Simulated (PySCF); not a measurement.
**Polarisability and C₆ of S⁺ (sulfur, charge +1)**

[Ne] 3s2 3p3, high-spin 4S determinant. All numbers are calculated (PySCF 2.14, the spin-free X2C one-electron Hamiltonian (Gaussian nucleus), in aug-cc-pCVQZ-DK (10s9p7d5f3g, 134 functions)). Coupled (time-dependent) response in atomic units; α is the mean over directions.

```csv
method,mean α (bohr³),C₆ (like pair),S(−4)
UHF,10.87,53.41,33.96
PBE,10.99,54.19,33.97
PBE0,10.86,53.35,32.87
M06-2X,10.95,52.93,34.91
```

S(−4) is the Cauchy moment in α(ω) = α(0) + S(−4) ω² + …

α(iu) at M06-2X:

```csv
u (hartree),α(iu) (bohr³)
0,10.95
0.0500,10.86
0.100,10.61
0.200,9.732
0.300,8.576
0.500,6.277
0.750,4.182
1.00,2.888
1.50,1.576
2.00,0.9920
3.00,0.5118
5.00,0.2278
```

A single London oscillator, α(iu) = α/(1 + u²/ω²), gives C₆ = (3/4) ω α². Matching the computed C₆ needs ω = 4 × 52.93 / (3 × 10.95²) = 0.589 hartree.

For an ion, C₆ is the dispersion term alone; charge-induced terms of lower order in 1/R come first.
